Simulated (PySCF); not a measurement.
Mg+ (magnesium, charge +1) across methods

[Ne] 3s1, 2S determinant. All numbers are calculated (PySCF 2.14, no relativity, point nucleus, in def2-QZVPPD).

```
 method  E (hartree)  mean ε 2p α (eV)  mean ε 2p β (eV)  mean ε 3s α (eV)  Σ⟨r²⟩ (bohr²)   ⟨S²⟩
   PBE0    -199.6916           -59.897           -59.733           -12.707          13.73  0.750
   BLYP    -199.8067           -55.837           -55.706           -11.824          13.56  0.750
r2SCANh    -199.7689           -58.641           -58.511           -12.345          13.71  0.750
    UHF   -199.37174           -70.908           -70.747           -14.738          14.00  0.750
 r2SCAN    -199.7709           -57.179           -57.052           -12.043          13.71  0.750
    PBE    -199.6716           -55.863           -55.695           -11.898          13.71  0.750
wB97M-V    -199.7857           -62.256           -62.116           -14.580          13.84  0.750
   TPSS    -199.8119           -56.197           -56.045           -11.840          13.76  0.750
    LDA    -198.8501           -56.005           -55.854           -11.982          13.61  0.750
```
